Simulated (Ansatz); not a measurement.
Isolated molecules relaxed with PBE0-D4/def2-TZVP in Ansatz; ΔE leaves out vibrations. CCSD(T)/CBS adds triple-zeta CCSD(T) − MP2 to the extrapolated MP2 energy (def2 sets, frozen cores). This one scheme is used for every species. Functionals use def2-TZVPP. Each species was taken in one conformer, which may not be the lowest.

`O[SiH2][SiH2]F` + `BCC[SiH2]Cl` → `F[SiH2]C[SiH2]Cl` + `BC[SiH2]O`  (redistribution)

```json
{"level": "r2SCAN", "ΔE (kJ/mol)": "-105.3"}
{"level": "MP2/def2-TZVPP", "ΔE (kJ/mol)": "-113.4"}
{"level": "SCS-MP2/def2-TZVPP", "ΔE (kJ/mol)": "-107.7"}
{"level": "MP2/CBS(def2)", "ΔE (kJ/mol)": "-112.8"}
```

Q: What does CCSD(T)/CBS give? (Best estimate.)

A: Ansatz gave: -103.6 kJ/mol. The listed levels differ from it by -1.7, -9.8, -4.1, -9.2 kJ/mol.

Largest T1 diagnostic among the species: 0.012.

In def2-TZVPP, CCSD(T) changes the Hartree–Fock value by −4.8 kJ/mol (the triples alone add −1.2 kJ/mol) and MP2 by −14.0 kJ/mol. From PBE to PBE0 (25 % exact exchange), in def2-TZVPP and without D4, ΔE moves by −4.4 kJ/mol.
